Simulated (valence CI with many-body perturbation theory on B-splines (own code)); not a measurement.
Values are calculated unless marked as measured or tabulated.
Level structure of Ag XV

Level of theory: relativistic CI+MBPT: five valence electrons over a frozen Dirac-Fock core [Ar] 3d10, radial functions for each j: 11 s, 11 p, 10 d, 8 f, 5 g, 2 h, with the one-electron correlation potential Σ1, the two-electron term Σ2, the three-electron term Σ3, Breit, model QED; selected CI, second order for the rest (own B-spline code, finite nucleus).

No measured levels were compared; by estimate levels hold to about 250 cm⁻¹ or 0.2 % of their energy and the worst to 1 %, as in measured heavy ions of charge 2 to 7; those with d or f electrons hold less well. Among the levels kept, up to 2000 cm⁻¹ of a level comes from second order outside the variational space, and about a tenth of that is noise between levels of different J, which matters for small intervals.

Levels 136 to 170 of 170, with energies above the lowest level, 4s2.4p3 4S°_3/2. "Leading %" is the weight of the configuration and term that name the level; weights of strongly mixed levels are sums over their largest components and can fall short.

```
No.  Configuration  Term     J  E (cm⁻¹)  Leading %      g     Second component
136     4s2.4p2.4f   2G°   9/2   1120200         39  1.188  36 % 4s2.4p2.4f 4F°
137     4s2.4p.4d2   4P°   3/2   1120700         57  1.423  12 % 4s2.4p.4d2 4F°
138     4s2.4p2.4f   2G°   7/2   1121800         45  0.996  15 % 4s2.4p2.4f 4F°
139     4s2.4p2.4f   2F°   5/2   1122700         35  0.885  26 % 4s2.4p2.4f 4F°
140     4s2.4p2.4f   4D°   1/2   1123900         47  0.083  34 % 4s2.4p.4d2 4D°
141     4s2.4p2.4f   4D°   3/2   1127900         30  1.046  22 % 4s2.4p.4d2 4F°
142     4s2.4p.4d2   4F°   5/2   1129200         57  1.101  14 % 4s2.4p2.4f 4D°
143     4s2.4p.4d2   4D°   5/2   1130100         24  1.196  20 % 4s2.4p.4d2 2D°
144     4s2.4p.4d2   4F°   7/2   1131700         42  1.230   9 % 4s2.4p2.4f 2F°
145     4s2.4p2.4f   4F°   3/2   1132500         58  0.610   10 % 4s.4p3.4d 2D°
146     4s2.4p2.5s    4P   1/2   1136800         64  2.190   18 % 4s2.4p2.5s 2P
147     4s2.4p2.4f   2G°   9/2   1136900         28  1.112  27 % 4s2.4p2.4f 4G°
148     4s2.4p2.4f   4F°   5/2   1139000         15  1.088  11 % 4s2.4p2.4f 2F°
149     4s2.4p.4d2   2F°   7/2   1142800         32  1.122   9 % 4s2.4p2.4f 4F°
150     4s2.4p.4d2   4D°   7/2   1146100         56  1.326  21 % 4s2.4p.4d2 4F°
151     4s2.4p.4d2   4F°   9/2   1147500         55  1.265  14 % 4s2.4p.4d2 4G°
152     4s2.4p.4d2   4P°   5/2   1149300         29  1.237  16 % 4s2.4p2.4f 2F°
153     4s2.4p.4d2   4P°   5/2   1154100         33  1.201  25 % 4s2.4p2.4f 2F°
154     4s2.4p2.4f   4G°  11/2   1154600         58  1.240  19 % 4s2.4p.4d2 4G°
155     4s2.4p.4d2   2G°   7/2   1159100         25  1.117  18 % 4s2.4p2.4f 2F°
156     4s2.4p.4d2   2P°   3/2   1163300         40  1.207  13 % 4s2.4p2.4f 2P°
157     4s2.4p.4d2   2S°   1/2   1164200         45  1.913  20 % 4s2.4p.4d2 4P°
158     4s2.4p2.4f   2D°   5/2   1167400         20  1.072  20 % 4s2.4p2.4f 4F°
159     4s2.4p.4d2   2P°   1/2   1168300         72  0.834  10 % 4s2.4p.4d2 2S°
160     4s2.4p2.4f   4F°   7/2   1168900         25  1.148  22 % 4s2.4p.4d2 2F°
161     4s2.4p2.4f   2G°   9/2   1172500         25  1.132  22 % 4s2.4p.4d2 2G°
162     4s2.4p2.4f   4F°   9/2   1175500         26  1.151  21 % 4s2.4p2.4f 2G°
163     4s2.4p.4d2   2G°   7/2   1177200         32  1.051  14 % 4s2.4p2.4f 2G°
164     4s2.4p2.5s    4P   3/2   1177400         89  1.698    7 % 4s2.4p2.5s 2P
165     4s2.4p2.4f   2D°   3/2   1181600         26  0.929  15 % 4s2.4p2.4f 2P°
166     4s2.4p2.4f   2P°   1/2   1182900         40  0.541  18 % 4s2.4p.4d2 4D°
167     4s2.4p2.5s    2P   1/2   1184900         73  1.163   24 % 4s2.4p2.5s 4P
168     4s2.4p.4d2   4D°   7/2   1187800         28  1.296  17 % 4s2.4p2.4f 4D°
169     4s2.4p.4d2   4D°   5/2   1188900         32  1.218  12 % 4s2.4p2.4f 4D°
170     4s2.4p2.5s    4P   5/2   1191600         57  1.434   40 % 4s2.4p2.5s 2D
```

Names give the largest LS component (configuration and term), which can be under half, so a name can repeat, a term be missing and a line seem to break the LS rules; names also repeat where a configuration has a term twice.

Where two levels of one J and parity lie close, their mixing, g and order are uncertain.
